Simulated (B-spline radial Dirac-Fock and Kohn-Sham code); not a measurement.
## X-ray form factors of praseodymium in several charge states

Level of theory: Dirac-Fock orbitals of the configuration average with a finite nucleus; a B-spline atomic structure program.

Configurations: Pr⁵⁰⁺ [He] 2s2 2p5; Pr⁵¹⁺ [He] 2s2 2p4; Pr⁵³⁺ [He] 2s2 2p2; Pr⁵⁴⁺ [He] 2s2 2p1; Pr⁵⁸⁺ 1s1. The first column is f₀ of Pr⁵⁰⁺, the others are differences from it.

| s (Å⁻¹) | Pr⁵⁰⁺ | Δ Pr⁵¹⁺ | Δ Pr⁵³⁺ | Δ Pr⁵⁴⁺ | Δ Pr⁵⁸⁺ |
| --- | --- | --- | --- | --- | --- |
| 0 | 9.000 | -1.000 | -3.000 | -4.000 | -8.000 |
| 0.1 | 8.995 | -0.999 | -2.998 | -3.997 | -7.995 |
| 0.2 | 8.979 | -0.997 | -2.991 | -3.989 | -7.979 |
| 0.3 | 8.953 | -0.993 | -2.980 | -3.974 | -7.953 |
| 0.4 | 8.916 | -0.988 | -2.965 | -3.954 | -7.917 |
| 0.5 | 8.869 | -0.981 | -2.946 | -3.929 | -7.870 |
| 0.7 | 8.746 | -0.964 | -2.895 | -3.862 | -7.749 |
| 0.9 | 8.585 | -0.941 | -2.829 | -3.775 | -7.590 |
| 1.1 | 8.390 | -0.914 | -2.749 | -3.670 | -7.397 |
| 1.4 | 8.041 | -0.865 | -2.606 | -3.481 | -7.052 |

Values without a named source are computed, but for edge energies of neutral atoms, which are taken from tables.
